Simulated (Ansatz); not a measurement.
Stretching the C1–Ga2 bond in CH5Ga (SMILES [CH3][GaH2]) (multiplicity 1 held, fragments rigid). Energies count from the point at 1.979 Å.
Geometry at that point (charge 0, multiplicity 1):
```xyz
7

C     -1.5610    -0.1228     0.0012
Ga     0.4126     0.0298    -0.0014
H     -1.9885     0.4992    -0.7883
H     -1.9013    -1.1488    -0.1314
H     -1.9536     0.2545     0.9494
H      1.0844     1.4547     0.0519
H      1.3352    -1.2460    -0.0469
```

Restricted levels (R-, RO-) in cc, def2 and unpolarised 6-31G sets keep to the state of the molecule at rest. Unrestricted levels (U-) break spin symmetry where that is lower. Active spaces are followed from a long bond inwards. Levels need not reach the same state.

Correlated levels freeze the cores. Filled d and f shells under p-block atoms count as core.

Programs: Ansatz (an electronic-structure program). 

Energies in eV.

```csv
R (Å),R-HF/cc-pVDZ,U-HF/cc-pVDZ,R-MP2/cc-pVDZ,R-CCSD(T)/cc-pVDZ,"SC-NEVPT2 on CASSCF(2,2)/cc-pVDZ","FIC-MRCISD+Q on CASSCF(2,2)/cc-pVDZ"
1.584,2.38,2.38,2.36,2.40,2.40,2.41
1.781,0.45,0.45,0.45,0.47,0.47,0.48
1.979,0.00,0.00,0.00,0.00,0.00,0.00
2.177,0.21,0.21,0.19,0.17,0.16,0.17
2.375,0.70,0.70,0.65,0.60,0.60,0.60
2.672,1.60,1.60,1.50,1.38,1.38,1.37
2.969,2.51,2.15,2.31,2.10,2.10,2.08
3.464,3.81,2.48,3.40,2.94,2.96,2.90
3.959,4.84,2.57,4.11,3.32,3.37,3.29
4.553,5.78,2.59,4.50,3.39,3.53,3.44
5.344,6.63,2.60,4.40,3.27,3.58,3.49
6.334,7.23,2.60,3.69,3.15,3.59,3.50
```

Doubts at one or more of the structures used: a restricted determinant that unrestricted orbitals would lower (R-HF/cc-pVDZ, R-MP2/cc-pVDZ, R-CCSD(T)/cc-pVDZ); a spin-contaminated determinant (U-HF/cc-pVDZ); other coupled-cluster roots lie near (R-CCSD(T)/cc-pVDZ).
